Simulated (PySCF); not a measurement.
LDA on Kr⁺ (krypton, charge +1)

Configuration: [Ar] 3d10 4s2 4p5, 2P determinant. All numbers are calculated (PySCF 2.14, the spin-free X2C one-electron Hamiltonian (Gaussian nucleus), in x2c-TZVPall (6s5p4d1f, 48 functions)).

- Total energy: -2785.623 hartree
- One-electron energy: -3859.705 hartree
- Hartree (Coulomb) energy: 1167.111 hartree
- Exchange-correlation energy: -93.028 hartree
- ⟨S²⟩: 0.7509
- ⟨L²⟩: 2.010
- Sum of ⟨r⟩: 23.50 bohr
- Sum of ⟨r²⟩: 31.61 bohr²
- Traceless quadrupole moment −½Σ⟨3z² − r²⟩ along its main axis: 1.41 e·bohr²
- Langevin diamagnetic susceptibility: -25.0 ×10⁻⁶ cm³/mol
- Time after the integrals: 0.49 s of wall time on 1 thread of Neoverse-N1 (shared host)

```tsv
shell	electrons	mean orbital energy (eV)	spread (eV)	rms radius, mean of both spins (bohr)
1s α	1	-14130.9	0	0.0478
1s β	1	-14130.8	0	0.0478
2s α	1	-1873.4	0	0.199
2s β	1	-1873.3	0	0.199
2p α	3	-1659.9	0.278	0.177
2p β	3	-1659.9	0.180	0.177
3s α	1	-275.00	0	0.569
3s β	1	-274.89	0	0.569
3p α	3	-206.99	0.715	0.585
3p β	3	-206.86	0.548	0.585
3d α	5	-93.947	0.706	0.617
3d β	5	-93.793	0.505	0.617
4s α	1	-34.548	0	1.65
4s β	1	-33.662	0	1.65
4p α	3	-20.091	1.375	1.97
4p β	2	-19.187	0	1.97
```

Densities and radii are taken from the X2C orbitals without a picture-change correction, which distorts them close to the nucleus.
